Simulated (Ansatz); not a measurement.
`C[Si](O)(S)Cl`. Charge 0, multiplicity 1. The geometry is a stationary point of PBE0-D4/def2-TZVP. It is one conformer, not always the lowest.

```xyz
10

C    -0.923   -0.876   -0.590
Si    0.371    0.361   -0.151
O     1.627   -0.477    0.475
S    -0.285    1.906    1.163
Cl    0.955    1.405   -1.826
H    -0.515   -1.610   -1.288
H    -1.779   -0.384   -1.055
H    -1.264   -1.401    0.304
H     2.370    0.030    0.807
H    -0.558    1.045    2.161
```

**Question.** What is the dipole moment at ωB97M-V/def2-TZVPP? (Best estimate.)

**Answer.** Ansatz gave: 1.66 D, with components (-0.16, -1.11, 1.22) D in this frame, pointing from negative to positive charge.

**Question.** And with PBE, r2SCAN, B3LYP? (Estimate.)

**Answer.** The calculation gave: PBE 1.67 D, r2SCAN 1.74 D, B3LYP 1.66 D.

**Question.** Give the Mulliken charges with ωB97M-V, B3LYP, r2SCAN in def2-TZVPP. (Best estimate.)

**Answer.** The calculation gave: 
| atom | ωB97M-V | B3LYP | r2SCAN |
| --- | --- | --- | --- |
| C1 | -0.42 | -0.37 | -0.30 |
| Si2 | 0.56 | 0.64 | 0.66 |
| O3 | -0.36 | -0.38 | -0.40 |
| S4 | -0.24 | -0.27 | -0.27 |
| Cl5 | -0.22 | -0.26 | -0.26 |
| H6 | 0.13 | 0.11 | 0.09 |
| H7 | 0.13 | 0.12 | 0.09 |
| H8 | 0.12 | 0.10 | 0.08 |
| H9 | 0.18 | 0.19 | 0.21 |
| H10 | 0.12 | 0.11 | 0.11 |

B3LYP here is the variant with VWN-RPA as its local correlation; programs differ in this.
